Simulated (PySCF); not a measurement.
**Curvature of the energy in the electron number along group 14, charge +1**

Calculated with PySCF 2.14, in aug-cc-pVTZ, non-relativistic, aug-cc-pV(T+d)Z, non-relativistic, aug-cc-pVTZ-DK, spin-free X2C, aug-cc-pVTZ-DK3, spin-free X2C, aug-cc-pVTZ-PP with ECP60MDF, ECP: one orbital is emptied in steps, and each cell gives the departure of E from the straight line at half an electron, in eV (from a cubic fit). The exact functional gives zero.

```json
{"species": "C⁺", "orbital": "2p alpha", "LDA": "-1.76", "PBE": "-1.74", "r2SCAN": "-1.57", "PBE0": "-1.26", "BHandHLYP": "-0.80", "LC-wPBE": "-0.51", "wB97X": "-0.57", "UHF": "0.17"}
{"species": "Si⁺", "orbital": "3p alpha", "LDA": "-1.08", "PBE": "-1.05", "r2SCAN": "-0.97", "PBE0": "-0.76", "BHandHLYP": "-0.50", "LC-wPBE": "-0.10", "wB97X": "-0.17", "UHF": "0.09"}
{"species": "Sn⁺", "orbital": "5p alpha", "LDA": "-0.94", "PBE": "-0.90", "r2SCAN": "-0.83", "PBE0": "-0.65", "BHandHLYP": "-0.45", "LC-wPBE": "-0.04", "wB97X": "-0.14", "UHF": "0.07"}
{"species": "Pb⁺", "orbital": "6p alpha", "LDA": "-0.91", "PBE": "-0.88", "r2SCAN": "-0.80", "PBE0": "-0.64", "BHandHLYP": "-0.44", "LC-wPBE": "-0.03", "wB97X": "-0.13", "UHF": "0.06"}
```

Estimate the missing row, Ge⁺.

The calculation gives LDA -1.06; PBE -1.02; r2SCAN -0.95; PBE0 -0.74; BHandHLYP -0.50; LC-wPBE -0.09; wB97X -0.19; UHF 0.08.

How does the mean departure depend on the functional?

LDA -1.15 eV; PBE -1.12 eV; r2SCAN -1.02 eV; PBE0 -0.81 eV; BHandHLYP -0.54 eV; LC-wPBE -0.15 eV; wB97X -0.24 eV; UHF 0.09 eV. Semilocal functionals are convex (delocalisation error), Hartree-Fock is concave or straight, and exact exchange removes curvature roughly in proportion to its share, so among the functionals the range-separated hybrids usually come closest to zero.

No spin-orbit coupling is included.
